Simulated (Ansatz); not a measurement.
Several settings on one geometry of the cluster Si2S2⁻ (that of the charge -1 doublet, PBE0-D4/def2-TZVPD). Ansatz on 4 threads of Intel Xeon on a shared host; times are rough.

```tsv
atom	x (Å)	y (Å)	z (Å)
Si1	-0.137	1.514	-0.025
Si2	0.137	-1.514	0.025
S3	-1.567	-0.143	-0.040
S4	1.567	0.143	0.040
```

Totals from different functionals, basis sets or treatments of relativity can't be compared as stabilities.

The 6-31G sets use Cartesian d functions. Correlated methods freeze 20 core orbitals. A multiply charged anion in the gas phase is held together partly by the finite basis.

The spins typed aren't always the lowest for that charge.

Question: Give the basis size and estimate the energy, ⟨S²⟩ and time of these runs.

```csv
run,method,charge,state,further keys
1,RKS PBE0/def2-TZVP,-2,singlet,scf: {omitted_lower_state_checks: [starts]}
2,UKS PBEsol-D4/6-31++G**,-1,doublet,fitting: {mean_field: cc-pVTZ-jkfit}; nuclear_model: gaussian; scf: {lower_state_search: off}
3,RKS PBE0-D4/def2-mTZVP,0,singlet,fitting: {mean_field: def2-universal-jkfit}; scf: {omitted_lower_state_checks: [starts]}
4,UKS B2PLYP/6-31G*,-1,doublet,"final_grid: {core_spheres: 5, valence_spheres: 4, degree: 11}; scf: {lower_state_search: off}; forces asked"
```

Answer: 
| run | functions | energy (Eh) | ⟨S²⟩ | wall time |
| --- | --- | --- | --- | --- |
| 1 | 148 | -1374.8677 | – | 2.8 s |
| 2 | 92 | -1372.4781 | 0.76 | 1 s |
| 3 | 88 | -1374.9200 | – | 1.1 s |
| 4 | 76 | -1374.8664 | 0.78 | 3.3 s |

The highest occupied level of an anion often lies above zero with these methods, and sets without diffuse functions describe the outer electron poorly. The restricted singlet is unstable towards broken spin symmetry in Hartree–Fock (as tested in another run); at RKS PBE0-D4/def2-mTZVP this wasn't settled.
